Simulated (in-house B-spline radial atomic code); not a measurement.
**Two electrons outside the [Ar] 3d10 4s2 4p6 core: La¹⁹⁺**

Computed with a B-spline radial code for spherical atoms: configuration interaction (CI) of the two valence electrons in the field of the frozen Dirac-Fock core, alone and with many-body perturbation theory for the core (screened one- and two-electron correlation potentials), Breit and QED terms; no-pair Dirac Hamiltonian, finite nucleus. Labels give the configuration (outer n counted up each series) and the leading LS term, or the jj pair where no LS term holds 70 %.

Command:
```bash
python run_mb.py task.json out
```
Settings (nuclear radius in fm, box in bohr, cutoff in hartree):
```
basis_form          3
Z                   57
core_configuration  [Ar] 3d10 4s2 4p6
rms_radius          4.855
mass_number         139
speed_of_light      137.036
box_radius          4.286
lmax                6
intervals           58
virtual_cutoff      6498.0
```

Run time, properties included: 110 s on 1 thread of Arm Neoverse V2, on a shared host.

Excitation energies (cm⁻¹):

```csv
level,purity of the LS term,CI alone,CI + MBPT + Breit + QED
4d2 3F2,0.862,0,0
4d2 3F3,1.0,26937,26692
4d2 3P0,0.894,?,?
4d2 3F4,0.771,46254,45167
"4d2 (3/2,5/2)2",0.461 (3P),48071,47213
4d2 3P1,1.0,53815,52512
4d2 1G4,0.77,?,?
"4d2 (5/2,5/2)2",0.528 (3P),83086,81949
4d2 1S0,0.894,133627,136310
```

Problem. Where does 4d2 3P0 lie?

Solution. 36108 cm⁻¹ in CI alone and 35486 cm⁻¹ with all corrections.

Problem. Where does 4d2 1G4 lie?

Solution. 78326 cm⁻¹ in CI alone and 75466 cm⁻¹ with all corrections.

Problem. What is the first ionisation energy?

Solution. 534.26 eV to the 4d3/2 state of the next ion (531.27 eV from CI alone). NIST lists 533 ± 4 eV (tabulated theory).
